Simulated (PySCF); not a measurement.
The dipole of `C[SiH2][C@@H]([SiH3])[C@@H](CC)[SiH3]` from its density and from atomic charges.

Coordinates (GFN2-xTB, Å) and charges (e) from the PBE0/pcSseg-1 density (PySCF):

```
atom       x       y       z  Mulliken      IAO  Hirshfeld  ESP-fitted
  C1  -3.067   0.382   1.367   -0.2627  -0.4161    -0.1159     -0.3761
  C2  -1.650   0.830   1.033   -0.2265  -0.2393    -0.0669     +0.1370
  C3  -0.822  -0.247   0.321   -0.5056  -0.3522    -0.1042     -0.1084
 Si4  -1.607  -0.758  -1.342   +0.4459  +0.5579    +0.2985     +0.2311
  C5   0.652   0.192   0.224   -0.7657  -0.6325    -0.1889     -0.4447
 Si6   1.008   1.576  -1.038   +0.4700  +0.5678    +0.2967     +0.2530
 Si7   1.840  -1.291   0.016   +0.6509  +0.7520    +0.3357     +0.6605
  C8   3.603  -0.769   0.481   -0.6293  -0.7128    -0.2132     -0.6326
  H9  -3.050  -0.550   1.929   +0.1101  +0.1366    +0.0395     +0.0934
 H10  -3.649   0.224   0.462   +0.1280  +0.1357    +0.0375     +0.0993
 H11  -3.571   1.135   1.970   +0.1191  +0.1444    +0.0436     +0.0977
 H12  -1.695   1.730   0.415   +0.1296  +0.1295    +0.0315     +0.0202
 H13  -1.146   1.105   1.966   +0.1153  +0.1259    +0.0354     +0.0045
 H14  -0.851  -1.134   0.970   +0.1470  +0.1317    +0.0308     +0.0814
 H15  -0.646  -1.502  -2.155   -0.0567  -0.1092    -0.0743     -0.0681
 H16  -2.057   0.434  -2.066   -0.0597  -0.1160    -0.0747     -0.0553
 H17  -2.757  -1.636  -1.099   -0.0665  -0.1121    -0.0777     -0.0792
 H18   0.910   0.620   1.205   +0.1670  +0.1444    +0.0362     +0.1520
 H19   0.928   1.060  -2.406   -0.0571  -0.1169    -0.0750     -0.0622
 H20   0.080   2.704  -0.901   -0.0648  -0.1152    -0.0763     -0.0723
 H21   2.356   2.100  -0.793   -0.0756  -0.1147    -0.0772     -0.0698
 H22   1.415  -2.377   0.917   -0.0809  -0.1288    -0.0839     -0.1666
 H23   1.843  -1.811  -1.357   -0.0536  -0.1274    -0.0815     -0.1464
 H24   4.285  -1.610   0.406   +0.1410  +0.1584    +0.0432     +0.1526
 H25   3.971   0.011  -0.177   +0.1445  +0.1554    +0.0399     +0.1516
 H26   3.656  -0.396   1.499   +0.1366  +0.1535    +0.0417     +0.1476
```

Question: Compute μ = Σ q r for each scheme (1 e·Å = 4.803 D) and compare with the dipole of the full density.

Answer: The full density gives (0.08, 0.25, 1.18) D, 1.21 D in size; dipole vectors point from the negative to the positive end.

```json
{"scheme": "Mulliken", "μx": "-0.96", "μy": "-0.43", "μz": "-1.76", "size (D)": "2.04", "share of the full size (%)": "169", "angle to the full dipole (°)": "156"}
{"scheme": "IAO", "μx": "-0.30", "μy": "-0.37", "μz": "-0.62", "size (D)": "0.78", "share of the full size (%)": "64", "angle to the full dipole (°)": "154"}
{"scheme": "Hirshfeld", "μx": "-0.08", "μy": "-0.01", "μz": "0.21", "size (D)": "0.23", "share of the full size (%)": "19", "angle to the full dipole (°)": "29"}
{"scheme": "ESP-fitted", "μx": "0.09", "μy": "0.25", "μz": "1.18", "size (D)": "1.21", "share of the full size (%)": "99", "angle to the full dipole (°)": "0"}
```

Question: Which set comes closest?

Answer: Length of the difference vector: ESP-fitted 0.01 D, Hirshfeld 1.02 D, IAO 1.95 D, Mulliken 3.19 D. Closest: ESP-fitted. The schemes that divide the density aren't constrained to reproduce the dipole.

Question: What is left for the Hirshfeld atoms' own dipoles?

Answer: The Hirshfeld atoms' densities add up to the full density, so μ = Σ q r + Σ (atomic dipoles). The atomic dipoles sum to (0.08, 0.25, 1.18) − (-0.08, -0.01, 0.21) = (0.16, 0.26, 0.97) D, 1.02 D in size.

Question: With the origin at the mean of the coordinates, (-0.001, 0.001, 0.071) Å, which are the largest single terms, by size, of the IAO dipole along the direction of the full one?

Answer: Si4 -4.40, C1 -2.28, Si6 -1.88, C8 -1.65, H15 +1.32 D; all 26 atoms together -0.70 D. The single terms depend on the origin, their sum doesn't.

Question: Give the size of the full dipole in other units.

Answer: 1.21 D = 0.477 au = 0.252 e·Å = 4.04 × 10⁻³⁰ C·m.

Geometry: GFN2-xTB, one conformer, isolated molecule.

Conformer computed: `[CH3:1][CH2:2][C@@H:3]([SiH3:4])[C@H:5]([SiH3:6])[SiH2:7][CH3:8]`: C1–C2–C3–Si4 61°, C2–C3–C5–Si6 -73°, C3–C5–Si7–C8 -161°.
